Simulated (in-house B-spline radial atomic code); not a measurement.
Configurations of the palladium ion Pd⁴⁺, with energies counted from [Kr] 4d6. All numbers are computed (scalar-relativistic (X2C) PBE0, spin-polarised, spherical fractional occupations, exact exchange averaged over the configuration; Fermi nucleus of rms radius 4.5318 fm) with an all-electron radial atomic-structure program (B-spline basis), not measured. Shells without spins written out take the highest spin.

Occupations are held fixed; configurations that lie above the ionisation limit could autoionise.

| configuration | E - E(ref) (eV) | highest orbital | its <r> (bohr) |
| --- | --- | --- | --- |
| [Kr] 4d5 5p1 | 22.381 | 5p up | 2.465 |
| [Kr] 4d5 5d1 | 34.759 | 5d up | 3.187 |
| [Kr] 4d5 4f1 | 36.998 | 4f up | 2.463 |
| [Ar] 3d10 4s2 4p5 4d6 5p1 | 74.696 | 5p up | 2.453 |

(1) Order these further configurations by energy, lowest first.
A. [Ar] 3d10 4s2 4p5 4d6 5f1
B. [Kr] 4d5 5f1
C. [Ar] 3d10 4s2 4p5 4d6 5d1
D. [Ar] 3d10 4s2 4p5 4d6 5s1

Results:

(1) B (46.094 eV), D (65.587 eV), C (87.135 eV), A (98.48 eV).
